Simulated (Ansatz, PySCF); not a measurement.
C3H10ClNSi, SMILES CN(C)[Si@@H](C)Cl.

Geometry optimised at B3LYP-D3(BJ)/def2-SVP. The structure was generated by enumeration; whether it is a known compound was not checked. The values are those of a single conformer.

Vertical ionisation energy (IE) and electron affinity (EA) in eV. Rows of orbital energies are one-electron estimates. Where ΔSCF, EOM or ADC give a negative EA the extra electron is unbound and the value depends on the basis.

```csv
level,IE,EA
"−ε(HOMO), −ε(LUMO), PBE0/def2-TZVP (PySCF)",?,?
"−ε(HOMO), −ε(LUMO), PBE/def2-TZVP (PySCF)",5.39,-0.26
"ΔSCF, CAM-B3LYP/def2-SVPD (Ansatz), final states of multiplicity 2 and 2",8.71,-1.67
"ΔSCF, PBE/def2-SVPD (Ansatz), final states of multiplicity 2 and 2",8.45,-1.32
```

Task: Fill in the missing entries. (The exact figures need the calculation; the answer reports its results.)

Result: 
- −ε(HOMO), −ε(LUMO), PBE0/def2-TZVP (PySCF), IE: 6.69
- −ε(HOMO), −ε(LUMO), PBE0/def2-TZVP (PySCF), EA: -1.07

Task: What vertical singlet–triplet gap does ΔSCF give with CAM-B3LYP/def2-SVPD (Ansatz, a first-principles code) and with PBE/def2-SVPD (Ansatz)? (An estimate is asked for; the answer gives what the named calculation found.)

Result: 6.22 and 5.63 eV (triplet above singlet where positive).
